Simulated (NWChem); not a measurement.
Molecule: HfNH2F3; SMILES [NH2][Hf]([F])([F])[F]

```xyz
7

Hf     0.0179    -0.0001     0.0272
F     -0.1799    -1.5968     1.0635
F      0.0056     1.6308     1.0279
F      1.6595    -0.1153    -0.9558
N     -1.5295     0.0773    -1.2646
H     -2.0032    -0.7241    -1.6768
H     -1.9429     0.9244    -1.6495
```
Atoms are numbered in this order, from 1.

Computed with NWChem. Coordinates come from a PBE0/def2-SVP optimisation. No frequency run checked for a minimum. def2 effective core potentials on Hf; no spin-orbit coupling. Ions are spin-unrestricted doublets at the neutral geometry; other ion states weren't tried.

Task: Estimate the computed values for CAM-B3LYP/def2-SVP. Quantities: vertical ionisation energy, ΔSCF (eV); −ε(HOMO) (eV).

Result: 
```
Property                               Result
-------------------------------------  ------
vertical ionisation energy, ΔSCF (eV)   10.53
−ε(HOMO) (eV)                            9.44
```
